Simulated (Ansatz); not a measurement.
System: bromo-bis(ethenyl)borane, C₄H₆BBr, net charge 0, singlet state. SMILES: C=CB(Br)C=C
Coordinates optimised at B3LYP-D3(BJ)/def2-TZVP (Ansatz, a first-principles code):
```xyz
12

C     -2.4730    -1.1262     0.2971
C     -1.2198    -1.5917     0.2899
B      0.0589    -0.7524     0.1007
Br    -0.0920     1.1754    -0.1573
C      1.4545    -1.4062     0.1114
C      2.6217    -0.7728    -0.0429
H     -2.6813    -0.0712     0.1630
H     -3.3293    -1.7765     0.4360
H     -1.0858    -2.6632     0.4304
H      1.4889    -2.4846     0.2586
H      3.5700    -1.2980    -0.0244
H      2.6634     0.2995    -0.1936
```
Charge 0, spin multiplicity 1.

Wanted: atomisation energy (electronic, to ground-state atoms), in kJ/mol. Cores are frozen in the correlated levels unless marked. UHF or UKS for open shells. Spin-orbit coupling is left out. The frozen core is the preceding noble-gas configuration, with the filled d and f shells of earlier blocks. No relativistic terms. The coupled-cluster limit lacks core correlation, which all-electron functionals hold. CBS(X,Y): correlation extrapolated as X^-3; Hartree-Fock from the larger set.

The Hartree-Fock reference is unstable (checked in the largest basis), which strains HF and MP2. 

```json
[
 {"level": "BLYP/def2-TZVPD", "program": "Ansatz", "atomisation energy (kJ/mol)": "___"},
 {"level": "PBE0/def2-SVP", "program": "Ansatz", "atomisation energy (kJ/mol)": "5094.4"},
 {"level": "PBE0-D3(BJ)/def2-TZVP", "program": "Ansatz + dftd3", "atomisation energy (kJ/mol)": "5063.0"},
 {"level": "BHLYP-D3(BJ)/def2-TZVPD", "program": "Ansatz + dftd3", "atomisation energy (kJ/mol)": "___"},
 {"level": "B2PLYP/def2-TZVPD", "program": "Ansatz", "atomisation energy (kJ/mol)": "4950.7"},
 {"level": "CCSD(T)/CBS(cc-pVTZ,cc-pVQZ)", "program": "Ansatz", "atomisation energy (kJ/mol)": "___"}
]
```

Q: What belongs in the gaps?

A: 
- BLYP/def2-TZVPD, atomisation energy (kJ/mol): 4941.0
- BHLYP-D3(BJ)/def2-TZVPD, atomisation energy (kJ/mol): 4886.1
- CCSD(T)/CBS(cc-pVTZ,cc-pVQZ), atomisation energy (kJ/mol): 4985.1
